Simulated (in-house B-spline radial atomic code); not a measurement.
Se⁺. Computed with a B-spline radial atomic code. Model: all-electron spherical atom, spin shells full or empty, radial basis limit, no spin-orbit coupling, Breit or QED, empty-state partial waves extrapolated as (l+1/2)^-4, RPA, G0W0 and static COHSEX of the highest shell as one setting changes (uncorrelated shells keep exact exchange).

Given: element Se; charge 1; filled core Ar; hamiltonian one-electron scalar X2C; mean-field start HSE06; highest l of empty states 9; nuclear rms radius 4.14 fm; highest mean-field shell 4p up.

Shell: 3d 5 5, 4s 1 1, 4p 3 0 (electrons up and down).

| lowest nl shells left uncorrelated | RPA correlation energy (hartree) | G0W0 level (eV) | G0W0 minus most complete (meV) | COHSEX level (eV) | linearised minus solved G0W0 (meV) |
| --- | --- | --- | --- | --- | --- |
| 0 | -2.3799 | -21.501 | 0 | -23.447 | -29.6 |
| 1 | -2.2269 | -21.5 | 0.8 | -23.447 | -29.6 |
| 2 | -2.049 | -21.499 | 1.5 | -23.447 | -29.6 |
| 3 | -1.5535 | -21.492 | 8.7 | -23.431 | -29.5 |
| 4 | -1.3762 | -21.499 | 1.3 | -23.438 | -29.6 |
| 5 | ? | ? | ? | ? | ? |
| 6 | ? | ? | ? | ? | ? |
| 7 | -0.063819 | -21.508 | -7.4 | -22.908 | -26.5 |

Task: What follows for lowest nl shells left uncorrelated = 5?

Result: RPA correlation energy -0.86798 hartree; G0W0 level -21.546 eV; G0W0 minus most complete -45.5 meV; COHSEX level -23.517 eV; linearised minus solved G0W0 -30.4 meV.

Task: What follows for lowest nl shells left uncorrelated = 6?

Result: RPA correlation energy -0.17694 hartree; G0W0 level -21.309 eV; G0W0 minus most complete 191.1 meV; COHSEX level -23.098 eV; linearised minus solved G0W0 -27 meV.
